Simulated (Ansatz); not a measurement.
`OB1CO1`, charge 0, multiplicity 1.

Question: Give a relaxed structure at PBE0-D4/def2-TZVP (Ansatz 0.2.0). (Estimate.)

Answer: Computed: 
```xyz
7

O    -1.290    0.214    1.268
B    -0.358    0.276    0.306
C     0.696   -0.183   -0.670
O     0.192    1.225   -0.454
H    -1.436   -0.672    1.603
H     0.454   -0.563   -1.659
H     1.741   -0.297   -0.395
```
Point group Cs.
